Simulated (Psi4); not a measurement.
C8H12 (SMILES C1=CCCC=CCC1), singlet, at a GFN2-xTB geometry; HF/3-21G run with Psi4.

Psi4 was given this input:
```
memory 2 GB

molecule {
0 1
  C    -0.66358920   -1.71517626   -0.12221672
  C     0.66074528   -1.71664829   -0.11683953
  C     1.53241546   -0.56622492   -0.52336672
  C     1.52936990    0.56282167    0.53579847
  C     0.66358920    1.71517626    0.12221672
  C    -0.66074528    1.71664829    0.11683953
  C    -1.53241546    0.56622492    0.52336672
  C    -1.52936990   -0.56282167   -0.53579847
  H    -1.18903655   -2.59631458    0.22224305
  H     1.18141807   -2.59894940    0.23186779
  H     1.18892459   -0.15489403   -1.47605256
  H     2.55218053   -0.92666027   -0.66496647
  H     2.54875022    0.92099046    0.68567775
  H     1.17724058    0.15226399    1.48565989
  H     1.18903655    2.59631458   -0.22224305
  H    -1.18141807    2.59894940   -0.23186779
  H    -1.18892459    0.15489403    1.47605256
  H    -2.55218053    0.92666027    0.66496647
  H    -1.17724058   -0.15226399   -1.48565989
  H    -2.54875022   -0.92099046   -0.68567775
}

set basis 3-21g
set guess modhuckel

energy('scf')
print_variables()
```

Problem. Write the output that Psi4 gives for this input, abridged.

Solution. 
```
   => Loading Basis Set <=

    Name: 3-21G
    Role: ORBITAL
    Keyword: BASIS

         ---------------------------------------------------------
                                   SCF
               by Justin Turney, Rob Parrish, Andy Simmonett
                          and Daniel G. A. Smith
                              RHF Reference
         ---------------------------------------------------------

  ==> Geometry <==

    Molecular point group: ci
    Full point group: Ci

    Geometry (in Angstrom), charge = 0, multiplicity = 1:

       Center              X                  Y                   Z               Mass
    ------------   -----------------  -----------------  -----------------  -----------------
         C           -0.663589200000    -1.715176260000    -0.122216720000    12.000000000000
         C            0.660745280000    -1.716648290000    -0.116839530000    12.000000000000
         C            1.532415460000    -0.566224920000    -0.523366720000    12.000000000000
         C            1.529369900000     0.562821670000     0.535798470000    12.000000000000
         C            0.663589200000     1.715176260000     0.122216720000    12.000000000000
         C           -0.660745280000     1.716648290000     0.116839530000    12.000000000000
         C           -1.532415460000     0.566224920000     0.523366720000    12.000000000000
         C           -1.529369900000    -0.562821670000    -0.535798470000    12.000000000000
         H           -1.189036550000    -2.596314580000     0.222243050000     1.007825032230
         H            1.181418070000    -2.598949400000     0.231867790000     1.007825032230
         H            1.188924590000    -0.154894030000    -1.476052560000     1.007825032230
         H            2.552180530000    -0.926660270000    -0.664966470000     1.007825032230
         H            2.548750220000     0.920990460000     0.685677750000     1.007825032230
         H            1.177240580000     0.152263990000     1.485659890000     1.007825032230
         H            1.189036550000     2.596314580000    -0.222243050000     1.007825032230
         H           -1.181418070000     2.598949400000    -0.231867790000     1.007825032230
         H           -1.188924590000     0.154894030000     1.476052560000     1.007825032230
         H           -2.552180530000     0.926660270000     0.664966470000     1.007825032230
         H           -1.177240580000    -0.152263990000    -1.485659890000     1.007825032230
         H           -2.548750220000    -0.920990460000    -0.685677750000     1.007825032230

  Running in ci symmetry.

  Rotational constants: A =      0.08768  B =      0.07937  C =      0.04653 [cm^-1]
  Rotational constants: A =   2628.47792  B =   2379.39112  C =   1395.02386 [MHz]
  Nuclear repulsion =  369.082611633248689

  Charge       = 0
  Multiplicity = 1
  Electrons    = 60
  Nalpha       = 30
  Nbeta        = 30

  ==> Algorithm <==

  SCF Algorithm Type is DF.
  DIIS enabled.
  MOM disabled.
  Fractional occupation disabled.
  Guess Type is MODHUCKEL.
  Energy threshold   = 1.00e-06
  Density threshold  = 1.00e-06
  Integral threshold = 1.00e-12

  ==> Primary Basis <==

  Basis Set: 3-21G
    Blend: 3-21G
    Number of shells: 64
    Number of basis functions: 96
    Number of Cartesian functions: 96
    Spherical Harmonics?: false
    Max angular momentum: 1

   => Loading Basis Set <=

    Name: (3-21G AUX)
    Role: JKFIT
    Keyword: DF_BASIS_SCF

  ==> Integral Setup <==

  SCF_SUBTYPE=INCORE selected. In-core MEM_DF algorithm will be used.
  Using in-core AOs.

  ==> MemDFJK: Density-Fitted J/K Matrices <==

    J tasked:                   Yes
    K tasked:                   Yes
    wK tasked:                   No
    Algorithm:                 Core
    Schwarz Cutoff:           1E-12
    Mask sparsity (%):       2.8646
    Fitting Condition:        1E-10

   => Auxiliary Basis Set <=

  Basis Set: (3-21G AUX)
    Blend: DEF2-UNIVERSAL-JKFIT
    Number of shells: 272
    Number of basis functions: 952
    Number of Cartesian functions: 952
    Spherical Harmonics?: false
    Max angular momentum: 4

  Minimum eigenvalue in the overlap matrix is 7.5318295970E-03.
  Reciprocal condition number of the overlap matrix is 1.5373143993E-03.
    Using symmetric orthogonalization.

  ==> Pre-Iterations <==

  SCF Guess: Huckel guess via on-the-fly atomic UHF (doi:10.1021/acs.jctc.8b01089) with the updated GWH rule from doi:10.1021/ja00480a005.

   -------------------------------------------------------
    Irrep   Nso     Nmo     Nalpha   Nbeta   Ndocc  Nsocc
   -------------------------------------------------------
     Ag        48      48      15      15      15       0
     Au        48      48      15      15      15       0
   -------------------------------------------------------
    Total      96      96      30      30      30       0
   -------------------------------------------------------

  ==> Iterations <==

                           Total Energy        Delta E     RMS |[F,P]|

   @DF-RHF iter   1:  -306.51378021257017   -3.06514e+02   3.23884e-02 ADIIS/DIIS
   @DF-RHF iter   2:  -308.03210121127489   -1.51832e+00   7.50223e-03 ADIIS/DIIS
   @DF-RHF iter   3:  -308.14441526737528   -1.12314e-01   2.48721e-03 ADIIS/DIIS
   @DF-RHF iter   4:  -308.15995071245078   -1.55354e-02   2.75885e-04 ADIIS/DIIS
   @DF-RHF iter   5:  -308.16028040122353   -3.29689e-04   8.23328e-05 DIIS
   @DF-RHF iter   6:  -308.16030696505629   -2.65638e-05   1.97998e-05 DIIS
   @DF-RHF iter   7:  -308.16030908212338   -2.11707e-06   3.82143e-06 DIIS
   @DF-RHF iter   8:  -308.16030918290397   -1.00781e-07   7.94643e-07 DIIS
  Energy and wave function converged.

  ==> Post-Iterations <==

    Orbital Energies [Eh]
    ---------------------

    Doubly Occupied:

       1Ag   -11.162130     1Au   -11.161845     2Au   -11.161698
       2Ag   -11.161690     3Au   -11.160829     4Au   -11.160688
       3Ag   -11.160630     4Ag   -11.160624     5Ag    -1.119633
       5Au    -1.055655     6Au    -1.044818     6Ag    -0.931078
       7Ag    -0.902208     7Au    -0.824567     8Au    -0.716890
       8Ag    -0.706472     9Ag    -0.682620     9Au    -0.648461
      10Au    -0.610537    11Au    -0.589641    10Ag    -0.551223
      11Ag    -0.540673    12Ag    -0.518972    13Ag    -0.503905
      12Au    -0.501484    14Ag    -0.473796    13Au    -0.470882
      14Au    -0.428080    15Au    -0.355385    15Ag    -0.326412

    Virtual:

      16Ag     0.174808    16Au     0.203875    17Ag     0.242569
      17Au     0.280478    18Au     0.292515    18Ag     0.296248
      19Au     0.302823    19Ag     0.359661    20Ag     0.360074
      20Au     0.389289    21Ag     0.391044    21Au     0.392382
      22Ag     0.415642    22Au     0.427428    23Au     0.430067
      24Au     0.446763    23Ag     0.466516    24Ag     0.496632
      25Ag     0.569213    25Au     0.591953    26Ag     0.630870
      26Au     0.665440    27Ag     0.830425    27Au     0.916985
      28Ag     0.960653    29Ag     0.981997    28Au     0.989611
      30Ag     1.005022    29Au     1.029175    30Au     1.052231
      31Au     1.061627    32Au     1.069484    31Ag     1.083559
      32Ag     1.110601    33Au     1.113290    33Ag     1.118488
      34Ag     1.142670    34Au     1.188902    35Ag     1.199543
      35Au     1.211972    36Au     1.247634    36Ag     1.289174
      37Ag     1.305465    38Ag     1.336158    37Au     1.336941
      38Au     1.368203    39Au     1.385261    40Au     1.385818
      39Ag     1.404478    40Ag     1.406996    41Au     1.442230
      41Ag     1.457122    42Ag     1.492381    42Au     1.501960
      43Au     1.502584    43Ag     1.678379    44Ag     1.726824
      44Au     1.741876    45Au     1.748195    45Ag     1.807067
      46Au     2.079988    46Ag     2.166880    47Ag     2.205838
      47Au     2.409456    48Au     2.668609    48Ag     2.717852

    Final Occupation by Irrep:
             Ag    Au
    DOCC [    15,   15 ]
    NA   [    15,   15 ]
    NB   [    15,   15 ]

  @DF-RHF Final Energy:  -308.16030918290397

   => Energetics <=

    Nuclear Repulsion Energy =            369.0826116332486890
    One-Electron Energy =               -1146.8987268806386055
    Two-Electron Energy =                 469.6558060644859438
    Total Energy =                       -308.1603091829039727

Computation Completed

Properties will be evaluated at   0.000000,   0.000000,   0.000000 [a0]

Properties computed using the SCF density matrix

 Multipole Moments:

 ------------------------------------------------------------------------------------
     Multipole            Electronic (a.u.)      Nuclear  (a.u.)        Total (a.u.)
 ------------------------------------------------------------------------------------

 L = 1.  Multiply by 2.5417464519 to convert [e a0] to [Debye]
 Dipole X            :          0.0000000            0.0000000            0.0000000
 Dipole Y            :          0.0000000            0.0000000            0.0000000
 Dipole Z            :          0.0000000            0.0000000            0.0000000
 Magnitude           :                                                    0.0000000

 ------------------------------------------------------------------------------------

  Variable Map:
  ----------------------------------------------------------------------------
  "CURRENT ENERGY"           =>    -308.160309182904
  "CURRENT REFERENCE ENERGY" =>    -308.160309182904
  "DD SOLVATION ENERGY"      =>       0.000000000000
  "HF KINETIC ENERGY"        =>     307.742629709345
  "HF POTENTIAL ENERGY"      =>    -615.902938892249
  "HF TOTAL ENERGY"          =>    -308.160309182904
  "HF VIRIAL RATIO"          =>       2.001357236318
  "NUCLEAR REPULSION ENERGY" =>     369.082611633249
  "ONE-ELECTRON ENERGY"      =>   -1146.898726880639
  "PCM POLARIZATION ENERGY"  =>       0.000000000000
  "PE ENERGY"                =>       0.000000000000
  "SCF ITERATION ENERGY"     =>    -308.160309182904
  "SCF ITERATIONS"           =>       8.000000000000
  "SCF TOTAL ENERGY"         =>    -308.160309182904
  "TWO-ELECTRON ENERGY"      =>     469.655806064486

  Array Variable Map:
  ----------------------------------------------------------------------------
  "CURRENT DIPOLE"           =>       0.000000000000 ... 0.000000000000 1 by 3
  "SCF DIPOLE"               =>       0.000000000000 ... 0.000000000000 1 by 3
  "SCF TOTAL ENERGIES"       =>    -306.513780212570 ... -308.160309182904 1 by 8
```
